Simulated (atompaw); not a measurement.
Cutoff test, Zr (Z = 40), PAW (atompaw)

atompaw 4.2.0.5 input, output lines left out:

```
Zr 40
LDA-PW scalarrelativistic loggrid 1500 logderivrange -6 5 276
5 5 4 0 0 0
5 1 0
4 2 2
0 0 0
c
c
c
v
v
c
c
v
v
c
v
2
3.00 2.55 2.80 2.10
n
n
y
4.3
n
custom rrkj gramschmidtortho besselshape
bessel
1.45
3.00
1.85
3.00
3.00
3.00
```

The pseudo-atom Hamiltonian at the reference potential is diagonalised in spherical Bessel functions j_l(qr) that vanish at 20 bohr, with q² up to the cutoff. All-electron valence levels (Ry): 4s -4.0070, 5s -0.3373, 4p -2.3891, 5p -0.1137, 4d -0.2745.

Problem. How do the lowest levels (Ry) of each channel move with the cutoff, and are there ghosts?

Solution.

```csv
cutoff (Ry),s #1,s #2,p #1,p #2,d #1,d #2,f #1,Σ f·Δε (mRy)
8,-3.8466,-0.3373,-1.5568,-0.1136,-0.2592,0.0526,0.1033,5345.2
10,-3.9404,-0.3373,-2.0227,-0.1137,-0.2734,0.0513,0.1033,2333.7
12,-3.9797,-0.3373,-2.2328,-0.1137,-0.2742,0.0511,0.1033,992.5
15,-3.9957,-0.3373,-2.3524,-0.1137,-0.2743,0.0511,0.1033,242.8
18,-4.0036,-0.3373,-2.3778,-0.1137,-0.2745,0.0510,0.1033,74.4
21,-4.0053,-0.3373,-2.3863,-0.1137,-0.2745,0.0510,0.1033,19.7
30,-4.0066,-0.3373,-2.3886,-0.1137,-0.2745,0.0510,0.1033,3.4
35,-4.0068,-0.3373,-2.3888,-0.1137,-0.2745,0.0510,0.1033,1.8
40,-4.0068,-0.3373,-2.3889,-0.1137,-0.2745,0.0510,0.1033,1.0
45,-4.0068,-0.3373,-2.3890,-0.1137,-0.2745,0.0510,0.1033,0.6
50,-4.0068,-0.3373,-2.3890,-0.1137,-0.2745,0.0510,0.1033,0.5
400,-4.0069,-0.3373,-2.3891,-0.1137,-0.2745,0.0510,0.1033,0.0
```

Result: no extra level below or beside the all-electron valence levels (s, p, d, f tested); 10 mRy is reached at 25 Ry and 1 mRy at 40 Ry.
